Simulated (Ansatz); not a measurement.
Z-matrix (Å, degrees):
```
C
O 1 1.524
Al 1 2.250 2 51.0
Al 1 1.980 2 62.2 3 -179.6
H 1 1.093 2 111.5 3 -66.3
H 1 1.092 2 111.5 3 66.8
H 3 1.574 1 111.7 2 -105.2
H 3 1.574 1 111.6 2 105.2
H 4 1.582 1 116.9 2 96.8
H 4 1.582 1 116.9 2 -96.8
```

Total charge 0; spin multiplicity 1. The bonds changed during the relaxation, so this is another structure than the one it started from.

(1) List the PBE/def2-TZVPP orbital energies in eV (Ansatz 0.2.0). (Best estimate.)

## Answers

(1) The calculation gave: Occupied: -1507.14, -1506.22, -511.49, -270.42, -107.40, -106.49, -69.49, -69.34, -69.23, -68.54, -68.44, -68.35, -25.96, -16.76, -13.07, -11.93, -11.04, -9.47, -8.55, -8.26, -7.48, -6.75, -6.63. Lowest empty: -1.90, -1.03, -0.48, -0.16, 0.50, 0.90, 1.30, 1.56.
